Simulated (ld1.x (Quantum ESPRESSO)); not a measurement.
An all-electron radial function and its pseudo partner (B)

Columns: radius, all-electron u(r) and pseudo u(r) of the 2p shell (level -3.61 eV) of boron in the configuration [He] 2s2 2p1; PBE, scalar-relativistic, RRKJ scheme, ld1.x (Quantum ESPRESSO) 7.5.

```csv
r (bohr),all-electron,pseudo
0.123,0.0390,0.0158
0.245,0.1186,0.0607
0.368,0.2093,0.1301
0.490,0.2961,0.2152
0.613,0.3742,0.3082
0.735,0.4400,0.3986
0.858,0.4953,0.4802
0.980,0.5401,0.5465
1.103,0.5750,0.5959
1.225,0.6000,0.6277
1.348,0.6163,0.6442
1.470,0.6250,0.6485
1.593,0.6272,0.6442
1.715,0.6240,0.6344
1.838,0.6163,0.6215
1.960,0.6051,0.6070
2.083,0.5910,0.5914
2.205,0.5748,0.5748
2.328,0.5568,0.5568
2.450,0.5379,0.5379
2.573,0.5180,0.5180
2.695,0.4978,0.4978
2.818,0.4772,0.4772
2.940,0.4569,0.4569
3.063,0.4366,0.4366
3.185,0.4168,0.4168
```

(1) How many radial nodes do the two functions have?

(2) At about which radius was the pseudo-wave matched?

(3) Is the pseudo-wave norm-conserving?

Results:

(1) The all-electron 2p function has n − l − 1 = 0; the pseudo-wave has 0.

(2) 2.25 bohr. The columns agree to 0.0005 from 2.08 bohr on; several derivatives are matched, so the curves merge somewhat inside the radius.

(3) Yes: the RRKJ scheme keeps the norm inside the radius equal to the all-electron one, which fixes the energy derivative of the logarithmic derivative at the level.
